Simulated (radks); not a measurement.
The numbers below are computed, except where a source is named.
Question: Excited configurations of S I: one electron is placed in a higher orbital outside [Ne] 3s2 3p3. The ground configuration is [Ne] 3s2 3p4. Code: a radial shooting solver on a logarithmic mesh with Libxc functionals. Model: scalar-relativistic Kohn-Sham, PBE, spin-polarised, spherical densities, point nucleus; open shells are filled with parallel spins first. Excitation = E - E(ground); binding = E(ion) - E, where the ion is the core of charge +1; n* = 1/sqrt(2 binding) in atomic units, and the quantum defect is n - n*.

| outer orbital | excitation (eV) | binding (eV) | n* | quantum defect | eigenvalue (eV) | <r> (bohr) |
|---|---|---|---|---|---|---|
| 4s | 6.286 | 3.944 | 1.857 | 2.143 | -2.242 | 5.622 |
| 4f | 9.265 | 0.965 | 3.754 | 0.246 | -0.481 | 16.72 |
| 5p | 8.784 | 1.446 | 3.068 | 1.932 | -0.876 | 14.77 |
| 5d | 9.333 | 0.897 | 3.895 | 1.105 | -0.553 | 22.62 |
| 5f | 9.559 | 0.671 | 4.501 | 0.499 | -0.405 | 28.36 |
| 6s | 9.142 | 1.088 | 3.536 | 2.464 | -0.714 | 20.86 |
| 6p | 9.329 | 0.901 | 3.886 | 2.114 | -0.586 | 24.64 |
| 7s | 9.514 | 0.716 | 4.359 | 2.641 | -0.487 | 32.37 |

Estimate the row for 5s.

Answer: excitation (eV) 8.357; binding (eV) 1.873; n* 2.695; quantum defect 2.305; eigenvalue (eV) -1.166; <r> (bohr) 11.96. The Delta-SCF ionisation energy is 10.230 eV (NIST Atomic Spectra Database: 10.360 eV, measured). Self-interaction in the functional shifts the binding energies and quantum defects, so they are the method's values and not measured ones. Open shells are spherical and high-spin; term and fine-structure splittings are not resolved.
